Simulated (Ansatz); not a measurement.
Isolated molecules relaxed with PBE0-D4/def2-TZVP in Ansatz; ΔE leaves out vibrations. CCSD(T)/CBS adds triple-zeta CCSD(T) − MP2 to the extrapolated MP2 energy (def2 sets, frozen cores). This one scheme is used for every species. DFT in def2-TZVPP. One conformer a species, not always the lowest.

Reaction (silylene formation by 1,1-elimination): `FB[SiH2]S` → `BF` + `[SiH]S`

CCSD(T)/CBS gives +32.0 kcal/mol.

Question: Another level gave +27.2 kcal/mol. Which?
A. HF/def2-TZVPP
B. PBE0/def2-TZVPP
C. RPA@PBE/def2-TZVPP
D. r2SCAN/def2-TZVPP

Answer: C. RPA@PBE/def2-TZVPP 27.2, PBE0 33.7, r2SCAN 35.1, HF/def2-TZVPP 28.8 kcal/mol.

Largest T1 diagnostic among the species: 0.016.

Leaving LDA and LC-ωPBE aside and taking each functional with its dispersion term where it has one, the values, not all of them listed here, spread over 8.3 kcal/mol, from BLYP-D4 to r2SCAN0-D4. LDA lies +6.8 kcal/mol from PBE without D4. In def2-TZVPP, CCSD(T) changes the Hartree–Fock value by +2.0 kcal/mol (the triples alone add +0.2 kcal/mol) and MP2 by +4.1 kcal/mol. The D4 term adds +2.6 kcal/mol with B3LYP and +1.4 kcal/mol with PBE0; it sums over pairs of atoms, weighted by their polarisabilities, and B3LYP, whose exchange is more repulsive, gets the larger term.

B3LYP here is the variant with VWN-RPA as its local correlation; programs differ in this.
